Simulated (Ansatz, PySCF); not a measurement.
Cl3Si, SMILES Cl[Si](Cl)Cl (connectivity only; charge and spin as stated), charge +1, multiplicity 1. Atoms are numbered in the order given.

```xyz
4

Cl     1.7087     0.9868    -0.0014
Si     0.0000    -0.0002    -0.0016
Cl     0.0000    -1.9734    -0.0018
Cl    -1.7087     0.9867    -0.0014
```
Charge +1, spin multiplicity 1.

Geometry optimised at B3LYP-D3(BJ)/def2-SVP. The multiplicity is an assumed one; other spin states were not compared. The isomer is the one that the SMILES or the coordinates give; other isomers of the formula were not compared.

Two levels are set side by side: PBE-D3(BJ)/def2-SVP (Ansatz, a program for electronic structure) and B3LYP-D3(BJ)/def2-SVP (PySCF). Each level has its own optimised geometry; the coordinates shown are those of the second. Frequencies come from the Hessian of PySCF at each geometry. Differences are taken from unrounded values.

```tsv
quantity	B3LYP-D3(BJ)
mean bond length (Å)	1.973
bond Cl1–Si2 (Å)	1.973
bond Si2–Cl3 (Å)	1.973
bond Si2–Cl4 (Å)	1.973
highest harmonic wavenumber (cm⁻¹)	741
mean harmonic wavenumber (cm⁻¹)	420
zero-point energy (kcal/mol)	3.61
```

What does PBE-D3(BJ) give, and how far is it from B3LYP-D3(BJ)? (Estimate from the structure and the level; the computed values follow.)


| quantity | PBE-D3(BJ) | PBE-D3(BJ) minus B3LYP-D3(BJ) |
|---|---|---|
| mean bond length (Å) | 1.981 | 0.008 |
| bond Cl1–Si2 (Å) | 1.981 | 0.008 |
| bond Si2–Cl3 (Å) | 1.981 | 0.008 |
| bond Si2–Cl4 (Å) | 1.981 | 0.008 |
| highest harmonic wavenumber (cm⁻¹) | 731 | -11 |
| mean harmonic wavenumber (cm⁻¹) | 411 | -9 |
| zero-point energy (kcal/mol) | 3.53 | -0.08 |

GGA bonds tend to be longer and softer than those of functionals with exact exchange. Differences between two approximate levels are no errors against the true value.
